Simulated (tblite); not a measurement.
Compound: C6H7O (doublet state).
Numbering: `[C:1]#[C:2][C:3](=[O:4])[CH2:5][CH2:6][CH3:7]` (hydrogens: H8, H9 on C5; H10, H11 on C6; H12, H13, H14 on C7)
Bond orders are those of one Lewis drawing.

Computed with GFN2-xTB (tblite), gas phase: L-BFGS steps from a force-field or distance-geometry start until the largest atomic force falls under 0.01 eV/Å.

At the end of the run (lengths in Å): C1≡C2 1.203, C2–C3 1.447, C3–C5 1.512, C3=O4 1.197, C5–C6 1.526, C5–H8 1.093, C5–H9 1.093, C1–C2–C3 173.9°, O4–C3–C5 126.0°, C2–C3–C5 110.7°, C3–C5–C6 111.4°, C2–C3–C5–C6 180°, C3–C5–C6–C7 180°.

Task: These geometries were met on the way; a selection of coordinates is given. Order them by energy above the end point, lowest first.
A. C1≡C2 1.304, C2–C3 1.537, C3–C5 1.547, C3=O4 1.211, C5–C6 1.533, C5–H8 1.094, C5–H9 1.093, C1–C2–C3 179.1°, O4–C3–C5 122.3°, C2–C3–C5 114.1°, C3–C5–C6 112.4°, C2–C3–C5–C6 180°, C3–C5–C6–C7 180°
B. C1≡C2 1.264, C2–C3 1.519, C3–C5 1.547, C3=O4 1.194, C5–C6 1.539, C5–H8 1.094, C5–H9 1.093, C1–C2–C3 178.4°, O4–C3–C5 121.7°, C2–C3–C5 113.9°, C3–C5–C6 112.9°, C2–C3–C5–C6 180°, C3–C5–C6–C7 180°
C. C1≡C2 1.554, C2–C3 1.445, C3–C5 1.521, C3=O4 1.209, C5–C6 1.525, C5–H8 1.103, C5–H9 1.102, C1–C2–C3 179.5°, O4–C3–C5 124.0°, C2–C3–C5 114.6°, C3–C5–C6 112.7°, C2–C3–C5–C6 179°, C3–C5–C6–C7 180°
D. C1≡C2 1.240, C2–C3 1.501, C3–C5 1.538, C3=O4 1.208, C5–C6 1.541, C5–H8 1.094, C5–H9 1.093, C1–C2–C3 178.5°, O4–C3–C5 121.3°, C2–C3–C5 114.6°, C3–C5–C6 113.5°, C2–C3–C5–C6 180°, C3–C5–C6–C7 180°
E. C1≡C2 0.969, C2–C3 1.652, C3–C5 1.552, C3=O4 1.180, C5–C6 1.542, C5–H8 1.094, C5–H9 1.093, C1–C2–C3 178.0°, O4–C3–C5 121.3°, C2–C3–C5 113.7°, C3–C5–C6 113.0°, C2–C3–C5–C6 180°, C3–C5–C6–C7 180°

Result: D (0.194 eV), B (0.336 eV), A (0.665 eV), C (2.829 eV), E (5.045 eV).

| step | E above end (eV) | rms distance from the end, all atoms (Å) | largest force (eV/Å) | rms shift of all bonds from the end (Å) |
| --- | --- | --- | --- | --- |
| 4 | 0.194 | 0.057 | 3.768 | 0.020 |
| 3 | 0.336 | 0.064 | 5.661 | 0.028 |
| 1 | 0.665 | 0.074 | 8.124 | 0.039 |
| 0 | 2.829 | 0.101 | 9.571 | 0.098 |
| 2 | 5.045 | 0.074 | 53.107 | 0.087 |

Rows stand in the order of the answer.
